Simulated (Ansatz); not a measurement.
Clusters of 4 atoms, halide: PBE0-D4/def2-TZVP single points in Ansatz on relaxed structures, gas phase. Each cluster is the lowest isomer that a short search found in that spin, judged at the geometry's level, and lower ones may exist. Core potentials for I, La, Rb, no spin–orbit coupling. HOMO and LUMO are taken over both spins. Binding counts from free atoms in the multiplicity of their measured ground term, without zero-point energy. Singlets are spin-restricted. The spins of the ions were chosen, not always searched. A dash marks a value that wasn't run or was left out as unsound. The structures are stationary points that may keep the symmetry of their start. Remarks come from the PBE and PBE0 runs and from stability tests at other levels; not every state was tested. HOMO above LUMO (over both spins in singlets and doublets, within one spin in higher multiplets; at PBE or PBE0), or a gap under 0.15 eV within one spin, warns that the state may not be the lowest or that an electron is smeared out.

Question: Estimate the order by binding per atom (eV), lowest first.
A. K2Cl2 (singlet)
B. AlF3 (singlet)
C. K2H2 (singlet)
D. K2F2 (singlet)
E. Rb2H2 (singlet)

Answer: E (1.18), C (1.25), A (2.59), D (2.93), B (4.46).

In full:

```tsv
species	atoms	state	geometry	HOMO (eV)	LUMO (eV)	gap (eV)	vertical IE (eV)	binding per atom (eV)	lowest of the spins relaxed	point group (within 0.1 Å)	remarks
K2H2	4	singlet	r2SCAN-D4/def2-TZVP	-4.30	-0.54	3.76	6.23	1.25	–	D2h	–
Be2I2⁺	4	doublet	r2SCAN-D4/def2-TZVP	-11.38	-7.53	3.84	–	–	doublet, of doublet/quartet	Cs	–
K2Cl2	4	singlet	PBE0-D4/def2-TZVP	-6.74	-0.71	6.03	8.73	2.59	singlet, of singlet/triplet	D2h	gap within one spin near zero at PBE or PBE0 (+1 doublet)
Rb2H2	4	singlet	r2SCAN-D4/def2-TZVP	-4.10	-0.59	3.51	5.93	1.18	–	D2h	–
K2F2	4	singlet	PBE0-D4/def2-TZVP	-6.96	-0.42	6.54	9.37	2.93	singlet, of singlet/triplet	D2h	–
LaCl3	4	singlet	PBE0-D4/def2-SVP	-8.89	-2.82	6.07	10.71	–	singlet, of singlet/triplet/quintet	C3v	gap within one spin near zero at PBE or PBE0 (+1 doublet), gap within one spin near zero at PBE or PBE0 (triplet), gap within one spin near zero at PBE or PBE0 (quintet)
K2F2⁺	4	doublet	PBE0-D4/def2-TZVP	-13.25	-7.77	5.48	–	–	–	D2h	–
AlF3	4	singlet	PBE-D4/def2-TZVP	-11.70	-1.61	10.10	14.34	4.46	singlet, of singlet/triplet	D3h	–
```

The gap (eV) runs from 3.51 (Rb2H2) to 10.10 (AlF3). The vertical IE (eV) runs from 5.93 (Rb2H2) to 14.34 (AlF3).
